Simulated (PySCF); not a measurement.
A calculated (BP86, PySCF 2.14, aug-cc-pVDZ, no relativity, point nucleus) atom or ion has these occupied shells.

```csv
shell,electrons,orbital energy (eV),"rms radius, mean of both spins (bohr)"
1s,2,-60.483,0.673
```

(1) Name the element and its charge.

## Answers

(1) Li+ (lithium, charge +1), in 1s2, closed-shell 1S.
